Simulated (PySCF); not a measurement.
## How methods differ on the electron affinity of Co

Co⁻ [Ar] 3d8 4s2 (3F) → Co [Ar] 3d7 4s2 (4F), as a difference of total energies. Calculation: PySCF 2.14, in aug-cc-pVDZ-DK; scalar relativity by spin-free X2C-1e. Correlated levels: valence: [Ar] frozen. The calculations carry no spin-orbit coupling.

Question: Order these methods by the electron affinity they give, lowest first.
A. SCS-MP2 (valence)
B. CCSD(T) (valence)
C. UHF
D. MP2 (valence)

Answer: C (-2.028 eV), A (0.147 eV), B (0.172 eV), D (0.321 eV).

The reference lies between the lowest fine-structure levels, while these numbers refer to the centres of the terms.

Errors of the correlated levels include the incompleteness of this basis and the frozen core.

A negative affinity means that the anion lies above the atom at that level of theory.

The coupled-cluster amplitudes are large for Co⁻ (T1 above 0.03 or a double amplitude above 0.15), so a single reference is strained.

For comparison: 0.662 eV (measured; photodetachment measurements, as compiled on the Wikipedia data page of electron affinities).
